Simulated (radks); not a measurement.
The numbers below are computed, except where a source is named.
Question: The tungsten ion W68+, configuration [He] 2s2 2p2. Level of theory: scalar-relativistic Kohn-Sham, LB94 model potential, spin-polarised, spherical densities, finite nucleus; open shells are filled with parallel spins first (spin-orbit coupling, left out, can overturn this in heavy ions); Fermi nuclear charge, rms radius 5.3658 fm (a radial shooting solver on a logarithmic mesh with Libxc functionals). Some entries of the table are withheld. Estimate them.

orbital  occ.  eigenvalue (eV)  r(max) (bohr)  <r> (bohr)
1s down     1        -77365.82        0.01144     0.01827
1s up       1        -77351.69        0.01144     0.01828
2s up       1        -18763.77        0.06429     0.07495
2s down     1        -18691.45        0.06432     0.07504
2p up       2        -17401.23            (1)     0.06639
2p down     0        -17333.05            (2)     0.06642

Answer: 
(1) 2p up r(max) (bohr): 0.05223
(2) 2p down r(max) (bohr): 0.05218
